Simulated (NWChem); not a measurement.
# GeH3, doublet; SMILES [GeH3]

```xyz
4

Ge     0.0000     0.0000    -0.0910
H     -0.5093    -1.3769    -0.5625
H     -0.9378     1.1295    -0.5625
H      1.4471     0.2474    -0.5625
```
Atoms are numbered in this order, from 1.

Level: PBE0/def2-SVP, spin-unrestricted (NWChem), optimised geometry, unscaled harmonic frequencies. In the optimisation the excess spin sits in a (C3, its own frame).

**Question.** List the harmonic frequencies with IR intensities, and the thermochemistry.

**Answer.** 
```csv
frequency (cm⁻¹),IR intensity (km/mol)
696,48.9
860,52.4
860,52.4
2114,7.9
2153,143.2
2153,143.2
```

```
Quantity                                                                           Value
-----------------------------------------------------------------------  ---------------
zero-point energy                                                          12.6 kcal/mol
thermal correction to the enthalpy at 298.15 K (with zero-point energy)    15.1 kcal/mol
heat capacity Cv                                                         7.9 cal/(mol K)
dipole moment                                                                     0.01 D
```

Rigid rotor and harmonic oscillator.
